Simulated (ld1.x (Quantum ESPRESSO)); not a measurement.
**Eu: excitation energies, all-electron against PAW**

| Quantity | Value |
| --- | --- |
| Element | europium (Eu) |
| Generator | ld1.x (Quantum ESPRESSO) 7.5 |
| Type | PAW |
| Functional | PBEsol |
| Relativity | fully relativistic |
| Frozen core | [Kr] 4d10 |
| Valence charge | 17 |
| Reference configuration | 4f7 5s2 5p6 5d0 6s1.5 6p0 (charge +0.5) |
| Partial waves | 5s (bound): rcut 1.75, rcutus 2.10 bohr; 6s (bound): rcut 1.75, rcutus 2.10 bohr; 5p (bound): rcut 2.15, rcutus 2.25 bohr; 6p (bound, empty): rcut 2.15, rcutus 2.25 bohr; 5d (bound, empty): rcut 3.50, rcutus 4.20 bohr; 5d channel at 0.25 Ry: rcut 3.50, rcutus 4.20 bohr; 4f (bound): rcut 1.15, rcutus 1.30 bohr; 4f channel at 0.8 Ry: rcut 1.15, rcutus 1.30 bohr |
| Local potential | all-electron potential smoothed inside 3.25 bohr (lloc = -1) |
| Core correction | a·sin(br)/r model core, default radius (ld1.x builds one for every PAW set, though the input has nlcc=.false.) |
| Augmentation charge | PSQ, inside the norm-conserving radii |

Open shells are filled in proportion to 2j + 1 (rel_dist='average').

Energies are relative to the spin-unpolarised reference configuration 4f7 5s2 5p6 5d0 6s1.5 6p0; without spin polarisation the order of configurations can differ from experiment.

Q: Give the all-electron excitation energy and the error of the potential for: 4f7 5s2 5p6 5d0 6s2 6p0; 4f7 5s2 5p6 5d0 6s1 6p0; 4f7 5s2 5p6 5d0 6s0 6p0; 4f7 5s2 5p5 5d0 6s2 6p0; 4f5 5s2 5p6 5d0 6s0 6p0; 4f7 5s2 5p6 5d0 6s0 6p2; 4f7 5s1 5p6 5d0 6s2 6p0.

A:

```
  valence configuration  charge  ΔE all-electron (eV)  error AE − PS (meV)
4f7 5s2 5p6 5d0 6s2 6p0       0                -2.408                  0.0
4f7 5s2 5p6 5d0 6s1 6p0      +1                 3.630                 -0.1
4f7 5s2 5p6 5d0 6s0 6p0      +2                14.761                  0.0
4f7 5s2 5p5 5d0 6s2 6p0      +1                26.582                 -4.3
4f5 5s2 5p6 5d0 6s0 6p0      +4                81.870                 -844
4f7 5s2 5p6 5d0 6s0 6p2       0                 2.727                 -0.1
4f7 5s1 5p6 5d0 6s2 6p0      +1                47.808                 -3.7
```

Levels in the configuration 4f7 5s2 5p6 5d0 6s2 6p0:

```tsv
level	all-electron (eV)	pseudo (eV)
4f j=5/2	-3.101	-3.104
4f j=7/2	-2.484	-2.487
5s j=1/2	-44.627	-44.626
5p j=1/2	-26.473	-26.472
5p j=3/2	-22.659	-22.658
6s j=1/2	-3.642	-3.641
```

ld1.x printed “convergence not achieved” for 1 of the counted tests; its residual had stalled under 1e-8, short of the target of 1e-14.

The ghost test of this file was not conclusive.
